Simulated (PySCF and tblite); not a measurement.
Values are calculated unless marked as measured or tabulated.
2 E/Z isomers of C₅H₅FO, numbered alike:

| isomer | SMILES | descriptors |
| --- | --- | --- |
| A | [CH2:1]=[CH:2]/[CH:3]=[C:4](\[F:5])[CH:6]=[O:7] | 3=4 Z |
| B | [CH2:1]=[CH:2]/[CH:3]=[C:4](/[F:5])[CH:6]=[O:7] | 3=4 E |

Protocol: conformer search, at most 6 conformers an isomer, GFN2-xTB geometries, energies PBE0/pcSseg-1 (D3(BJ) added where defined), weights at 298.15 K with GFN2-xTB thermal terms. Programs: PySCF with density fitting and tblite.

Equilibrium rotational constants and dipole components of each isomer's leading conformer, in random order:

| set | A (MHz) | B (MHz) | C (MHz) | abs μa | abs μb | abs μc (D) |
| --- | --- | --- | --- | --- | --- | --- |
| P | 3986 | 1924 | 1298 | 1.28 | 1.44 | 0.00 |
| Q | 5018 | 1587 | 1206 | 2.20 | 0.71 | 0.00 |

Question: Match sets and isomers.

Answer: P is B (Cs), Q is A (Cs).

The whole study took 120 s on 1 thread of Intel Xeon Platinum 8259CL @ 2.50GHz (shared host) (rough), peak memory 0.87 GiB, launched as `OMP_NUM_THREADS=1 python ens_run.py task.json out`.
